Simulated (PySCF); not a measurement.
SMILES COCCOCC[O], doublet, GFN2-xTB optimised geometry. Atoms within 1.6 Å of the plane z = 0.8 Å (x, y, z in Å): C6 (0.67, -0.12, 0.00), C7 (0.23, 1.43, 0.00), O8 (0.53, 1.99, 1.13), H14 (-1.22, -1.99, -0.36), H16 (1.76, -0.12, 0.00), H17 (0.28, -0.56, 0.93), H19 (-0.87, 1.34, -0.14).

Method: unrestricted CAM-B3LYP/def2-SVP (PySCF 2.14.0). Cells within 0.4 Å of a nucleus heavier than hydrogen are left out (blank, or x).

Map of the deformation density (molecule minus spherical neutral atoms) (e/bohr³) on the plane z = 0.8 Å:

```
|2222222222222222222222222222222|
|2222222222222222222222222222222|
|2222222222222222222222222222222|
|2222222222222222222222222222222|
|2222222222222222233332222222222|
|2222222222222222234333222222222|
|2222222222222211146432222222222|
|22222222222222110x8432222222222|
|22222222222222234x2222222222222|
|2222222222222224641122222222222|
|2222222222222212331122222222222|
|2222222222222211121122222222222|
|2222222222222211111122222222222|
|2222222222222222211122222222222|
|2222222222222222221122222222222|
|2222222222222223442222222222222|
|2222222222222234774222222222222|
|2222222222222235985322222222222|
|2222222222222223553222222222222|
|2222222222222222332222222222222|
|2222222222222222222222222222222|
|2222222222222222222222222222222|
|2222222222222222222222222222222|
|2222222222222222222222222222222|
|2222222222222222222222222222222|
|2222222222222222222222222222222|
|2222222222222222222222222222222|
|2222222222222222222222222222222|
|2222222222222222222222222222222|
|2222222222222222222222222222222|
|2222222222222222222222222222222|
```
Scale: ten equal steps from -0.041 (start of '0') to 0.099 (end of '9'), in the order '0123456789'; x runs from -4.00 to 4.00, y from -4.00 (bottom) to 4.00 (top).
